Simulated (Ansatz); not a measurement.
Relaxation of CH₁₀Si₂Sn (14 atoms, charge 0, multiplicity 1), to a largest force component of 0.015 eV/Å in at most 40 steps.

The calculation used RKS PBE-D4/def2-SVP in Ansatz 0.2.0.

```xyz
14
Properties=species:S:1:pos:R:3:forces:R:3
C -0.757 1.507 -1.223 -1.96 2.21 -0.50
Sn -0.472 0.240 0.426 -0.28 0.03 0.62
Si 1.882 0.474 1.174 0.27 0.02 1.08
Si -0.802 -2.118 -0.300 -2.51 0.07 1.00
H -1.852 1.441 -1.597 1.35 -0.03 0.37
H -0.619 2.616 -0.924 -0.02 -1.30 -0.33
H -0.088 1.285 -2.057 0.33 -0.16 -0.35
H -1.514 0.676 1.730 -0.11 0.01 0.01
H 2.158 -0.415 2.365 0.02 -0.03 -0.08
H 2.166 1.863 1.626 0.12 0.36 0.04
H 2.804 0.121 0.101 0.58 -0.21 -0.65
H -0.617 -3.025 0.855 0.19 -0.39 0.23
H -0.009 -2.439 -1.411 1.32 -0.58 -1.60
H -2.293 -2.256 -0.736 0.70 -0.02 0.16
```

Problem. Where does it end, and by what steps?

Solution. It converged. After 4 steps the energy has fallen by 0.419 eV; Si4 moved furthest, 0.13 Å.

```
step  energy less start (eV)  largest force component (eV/Å)  accepted
   0                  0.0000                           2.510       yes
   1                 -0.3663                           0.531       yes
   2                 -0.4110                           0.184       yes
   3                 -0.4184                           0.064       yes
   4                 -0.4190                           0.005       yes
```

```xyz
14
Properties=species:S:1:pos:R:3
C -0.822 1.603 -1.266
Sn -0.468 0.262 0.418
Si 1.972 0.504 1.248
Si -0.915 -2.185 -0.295
H -1.869 1.497 -1.610
H -0.645 2.649 -0.951
H -0.137 1.350 -2.097
H -1.558 0.699 1.697
H 2.236 -0.407 2.417
H 2.265 1.920 1.673
H 2.926 0.140 0.140
H -0.660 -3.135 0.845
H -0.002 -2.560 -1.434
H -2.338 -2.367 -0.757
```

Whether the end is a true minimum wasn't checked by a vibrational analysis.

Run time: 10 s on 2 threads of Intel(R) Xeon(R) Platinum 8559C (Emerald Rapids), with other jobs on the host, peak memory 0.2 GiB.
